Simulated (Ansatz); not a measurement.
Two members of one family (Mg oxide hydroxide), computed with Ansatz in the gas phase. The two geometries come from different levels. Binding counts from free atoms in the multiplicity of their measured ground term, without zero-point energy. A dash marks a value that wasn't run or was left out as unsound. The structures are stationary points that may keep the symmetry of their start. Remarks come from the PBE and PBE0 runs and from stability tests at other levels; not every state was tested. HOMO above LUMO (over both spins in singlets and doublets, within one spin in higher multiplets; at PBE or PBE0), or a gap under 0.15 eV within one spin, warns that the state may not be the lowest or that an electron is smeared out.

First: MgO2H2 (singlet, charge 0, B3LYP-D4/def2-TZVP geometry).

```tsv
atom	x (Å)	y (Å)	z (Å)
Mg1	0.000	-0.009	-0.014
O2	1.029	-0.981	1.046
O3	-1.016	0.961	-1.094
H4	1.308	-1.753	1.526
H5	-1.321	1.783	-1.463
```

```csv
level,HOMO (eV),LUMO (eV),gap (eV),vertical triplet (eV),binding per atom (eV)
PBE-D4/def2-SVP,-6.01,-1.67,4.34,–,3.47
PBE-D4/def2-TZVP,-6.23,-1.79,4.44,4.53,3.46
PBE0-D4/def2-SVP,-7.67,-0.94,6.74,–,3.34
PBE0-D4/def2-TZVP,-7.87,-1.04,6.83,5.09,3.34
LC-ωPBE/def2-TZVP,-10.82,0.81,11.63,–,3.43
```

Remarks: gap within one spin near zero at PBE or PBE0 (triplet).

Second: Mg4O7H6 (with an O–O bond) (singlet, charge 0, PBE0-D4/def2-SVP geometry).

```xyz
17

Mg   -0.7360    1.3764    1.5247
Mg    1.0087   -3.6748   -0.5301
Mg    0.1536   -0.9775    0.2859
Mg   -0.3667    2.6289   -0.9335
O    -0.8734    0.7079   -0.4005
O     0.5717    1.0500   -0.0087
O    -0.4821   -0.3847    2.1366
O    -0.6281   -2.6367   -0.4266
O    -0.2638    3.7855   -2.3171
O    -0.9927    3.1463    0.9188
O     1.7963   -2.0525    0.1860
H    -1.5291   -2.8119   -0.6969
H    -1.2760    4.0152    1.2025
H     2.6990   -1.7897    0.3650
H     1.5022   -5.2493   -0.9869
H    -0.5716   -0.9294    2.9175
H    -0.0121    3.7963   -3.2368
```

**Question.** Estimate how these quantities change from the first to the second (second minus first).

**Answer.** 
```json
{"level": "PBE-D4/def2-SVP", "Δ HOMO (eV)": "0.84", "Δ LUMO (eV)": "-0.35", "Δ gap (eV)": "-1.19", "Δ vertical triplet (eV)": "–", "Δ binding per atom (eV)": "0.27"}
{"level": "PBE-D4/def2-TZVP", "Δ HOMO (eV)": "0.85", "Δ LUMO (eV)": "-0.29", "Δ gap (eV)": "-1.14", "Δ vertical triplet (eV)": "-0.96", "Δ binding per atom (eV)": "0.21"}
{"level": "PBE0-D4/def2-SVP", "Δ HOMO (eV)": "0.87", "Δ LUMO (eV)": "-0.38", "Δ gap (eV)": "-1.25", "Δ vertical triplet (eV)": "–", "Δ binding per atom (eV)": "0.27"}
{"level": "PBE0-D4/def2-TZVP", "Δ HOMO (eV)": "1.00", "Δ LUMO (eV)": "-0.32", "Δ gap (eV)": "-1.32", "Δ vertical triplet (eV)": "-1.41", "Δ binding per atom (eV)": "0.21"}
{"level": "LC-ωPBE/def2-TZVP", "Δ HOMO (eV)": "1.17", "Δ LUMO (eV)": "-0.44", "Δ gap (eV)": "-1.61", "Δ vertical triplet (eV)": "–", "Δ binding per atom (eV)": "0.20"}
```

Remarks: restricted SCF unstable in HF, gap within one spin near zero at PBE or PBE0 (triplet).
